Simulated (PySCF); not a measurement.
Run record: geometry optimisation, `[O]([AlH][CH3])C=C`.

Computed with PBE0-D3(BJ)/def2-SVP geometry optimisation, gas phase (PySCF 2.14.0). Start geometry: GFN2-xTB. A driver script takes a list of jobs; this job's settings line and coordinates (Å) are shown.

Command:
```bash
OMP_NUM_THREADS=1 python probes_run.py task.json out
```

Input:
```
{"job": {"xc": "PBE0", "basis": "def2-SVP", "d3": "d3bj", "grid": 1, "shake": 0.01, "kind": "geom"}, "charge": 0, "multiplicity": 1}
C     -2.822820    -0.052770    -0.016700
C     -1.728330    -0.695960     0.196040
O     -0.513310    -0.189190    -0.030610
Al     0.993290     0.541340    -0.356970
C      2.634370     0.064970     0.600610
H     -3.803110    -0.470120     0.172380
H     -2.817360     0.976640    -0.403510
H     -1.705660    -1.701850     0.575450
H      0.867050     1.591410    -1.449040
H      2.869270    -0.997710     0.541630
H      3.491690     0.616900     0.236830
H      2.574600     0.288070     1.689590
```

Output:
```
step   0  E = -435.64017137  max force = 0.057917
step   1  E = -435.64648656  max force = 0.008254
step   2  E = -435.64669446  max force = 0.003922
step   3  E = -435.64693490  max force = 0.005879
step   4  E = -435.64698116  max force = 0.002760
step   5  E = -435.64716185  max force = 0.001593
step   6  E = -435.64728985  max force = 0.002213
step   7  E = -435.64750864  max force = 0.003056
step   8  E = -435.64785392  max force = 0.003778
step   9  E = -435.64844345  max force = 0.003153
step  10  E = -435.64834819  max force = 0.002656
step  11  E = -435.64866376  max force = 0.000782
step  12  E = -435.64867835  max force = 0.000229
optimisation converged
```

Energies in Eh; «max force» is the largest Cartesian gradient component in Eh/bohr.

Question: How much energy does the optimisation release, in eV?

Answer: E(step 0) − E(last step) = 0.008507 Eh, which is 0.231 eV.

In short: final energy -435.64868 Eh after 12 steps; dipole 1.07 D.

Hardware: one thread of an AMD EPYC 9R45, shared host with 96 logical CPUs at a one-minute load of 28. Cost: 26 s, 0.45 GiB resident at most.
Labels such as C1 count atoms from 1, the log's own numbers from 0.
